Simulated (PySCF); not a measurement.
vinyltrichlorosilane, C2H3Cl3Si, SMILES C=C[Si](Cl)(Cl)Cl, point group Cs.

Level: B3LYP/pcSseg-1 in PySCF (density fitting, grid level 2); geometry and Hessian at that level, cubic constants and property derivatives from steps of ±0.6 along each species' dimensionless normal coordinates, second-order vibrational perturbation theory. The parent has the commonest isotopes.

Equilibrium geometry (Å):

| atom | x | y | z |
| --- | --- | --- | --- |
| C1 | 1.6220 | -0.0421 | -0.1656 |
| C2 | 0.4716 | -0.4981 | 0.3323 |
| Si3 | -1.1974 | 0.2061 | -0.0315 |
| Cl4 | -2.1023 | 0.8351 | 1.7143 |
| Cl5 | -1.0602 | 1.8085 | -1.3238 |
| Cl6 | -2.4089 | -1.2327 | -0.8826 |
| H7 | 1.6657 | 0.8068 | -0.8461 |
| H8 | 2.5737 | -0.5057 | 0.0914 |
| H9 | 0.4901 | -1.3539 | 1.0109 |

Q: Give the equilibrium and ground-state rotational constants (MHz) of parent; ¹³C at 1.

A: 
```
 species      Ae      Be      Ce      A0      B0      C0  Δ0 (u Å²)  harmonic ZPE (cm⁻¹)
  parent  1397.5  1208.6  1135.3  1388.8  1204.4  1133.6   -337.675                10551
¹³C at 1    1390  1185.1  1119.4  1381.5    1181  1117.6   -341.566                10512
```

Δ0 = Ic − Ia − Ib from the ground-state constants.

Q: How is the parent's vibrational correction B0 − Be made up?

A: 
```tsv
axis	harmonic	Coriolis	cubic	total (MHz)
a	1.31	-0.632	-9.36	-8.67
b	0.996	-0.247	-4.95	-4.2
c	0.75	-0.584	-1.85	-1.69
```

Q: And its quartic centrifugal distortion constants from the harmonic force field?

A: Asymmetric top, A reduction, Ir representation: ΔJ = 0.0888 kHz, ΔJK = 0.314 kHz, ΔK = -0.13 kHz, δJ = 0.00891 kHz, δK = -0.286 kHz.

A mode lies under 250 cm⁻¹, where this perturbation treatment is rough.
